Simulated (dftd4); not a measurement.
C4H6Cl2N2Pd, charge -1, doublet, at the geometry of the source list (the multiplicity is a formal guess); D4 for pbe (dftd4).

Input for dftd4:
```
$ dftd4 mol.xyz --func pbe --charge -1 --json dftd4.json --noedisp --property

# file mol.xyz
15

Pd    -0.00010000    -0.00010000    -0.00100000
Cl     2.12490000    -0.87420000     0.00140000
Cl    -2.12400000     0.87430000    -0.00000000
C      1.68310000     4.10300000     0.00020000
C      1.14290000     2.78070000    -0.00010000
N      0.70640000     1.71680000     0.00020000
H      2.15210000     4.30550000    -0.96260000
H      2.42950000     4.19200000     0.78940000
H      0.88370000     4.82370000     0.17250000
C     -1.68340000    -4.10290000     0.00100000
C     -1.14240000    -2.78100000    -0.00070000
N     -0.70690000    -1.71670000    -0.00170000
H     -2.58600000    -4.12700000     0.61170000
H     -0.94910000    -4.79760000     0.40880000
H     -1.93090000    -4.39660000    -1.01910000
```

Task: What does dftd4 print? Leave out banner, timings and long lists.

Result: 
```
                    ____  _____ _____     ____  _  _
      -------------|  _ \|  ___|_   _|---|  _ \| || |------------
     |             | | | | |_    | | ___ | | | | || |_           |
     |             | |_| |  _|   | ||___|| |_| |__   _|          |
     |             |____/|_|     |_|     |____/   |_|            |
     |             ===================================           |
     |            E. Caldeweyher, S. Ehlert & S. Grimme          |
     |          Mulliken Center for Theoretical Chemistry        |
     |                    University of Bonn                     |
      -----------------------------------------------------------

Rational (Becke-Johnson) damping: pbe-D4-ATM
---------------------
  s6         1.0000
  s8         0.9595
  s9         1.0000
  a1         0.3857
  a2         4.8069
 alp        16.0000
--------------------

Atomic data, radii in Ångström:
------------------------------------------------------
   Z          R(cov)      r4/r2   hardness         EN
------------------------------------------------------
  46 Pd       1.4400     2.9244     0.2431     2.2000
  17 Cl       1.3200     1.9735     0.4312     3.1600
   6 C        1.0000     1.6431     0.4220     2.5500
   7 N        0.9467     1.4350     0.5044     3.0400
   1 H        0.4267     1.0622     0.4726     2.2000
------------------------------------------------------

Atomic reference systems (in atomic units):
----------------------------------------------------------------------------
   Z        #      CN     q+Z       C6(AA)   #      CN     q+Z       C6(AA)
----------------------------------------------------------------------------
  46 Pd     1  0.0000 18.0000     620.4191   2  1.8275 18.2296     244.0127
            3  5.6216 18.5544     175.9658
  17 Cl     1  0.0000 17.0000      92.6806   2  0.8444 16.8495     101.8771
   6 C      1  0.0000  6.0000      49.3833   2  0.9189  5.8288      52.1688
            3  1.9079  5.8579      35.6972   4  2.8312  5.7775      35.8445
            5  3.7487  5.7435      28.6317   6  2.9183  5.8956      32.2504
            7  0.8556  6.2103      25.6194
   7 N      1  0.0000  7.0000      25.3714   2  0.8583  6.6470      32.5496
            3  1.8399  6.6987      28.5877   4  2.5804  6.1757      42.3910
            5  0.9809  7.0000      18.1534
   1 H      1  0.0000  1.0000       7.6362   2  0.8942  1.0000       3.0374
----------------------------------------------------------------------------

Atomic properties (in atomic units):
----------------------------------------------------------------------------
     #    Z              CN          q      C6(AA)        C8(AA)   alpha(0)
----------------------------------------------------------------------------
     1   46 Pd       3.3504     0.8348    222.0188    20342.1398    31.0195
     2   17 Cl       0.8155    -0.2755    105.7875     4413.8322    15.7217
     3   17 Cl       0.8158    -0.2755    105.7873     4413.8213    15.7217
     4    6 C        3.7535    -0.2499     28.6217      827.7884     7.7202
     5    6 C        1.8966     0.0220     31.0682      898.5471     8.9917
     6    7 N        1.7664    -0.5907     37.1303      819.1232     9.0546
     7    1 H        0.9245     0.0586      2.2152       26.7777     2.3275
     8    1 H        0.9245     0.0588      2.2127       26.7479     2.3262
     9    1 H        0.9245     0.0593      2.2076       26.6866     2.3235
    10    6 C        3.7535    -0.2499     28.6212      827.7747     7.7202
    11    6 C        1.8966     0.0220     31.0681      898.5436     8.9917
    12    7 N        1.7664    -0.5907     37.1323      819.1687     9.0549
    13    1 H        0.9245     0.0590      2.2108       26.7249     2.3252
    14    1 H        0.9245     0.0591      2.2091       26.7044     2.3243
    15    1 H        0.9245     0.0586      2.2159       26.7866     2.3279
----------------------------------------------------------------------------

Molecular properties (in atomic units):
----------------------------------------
 molecular C6                6096.8094
 molecular C8              229016.9817
----------------------------------------

Dispersion energy:      -1.8090347982491E-02 Eh

[Info] JSON dump of results written to 'dftd4.json'
```
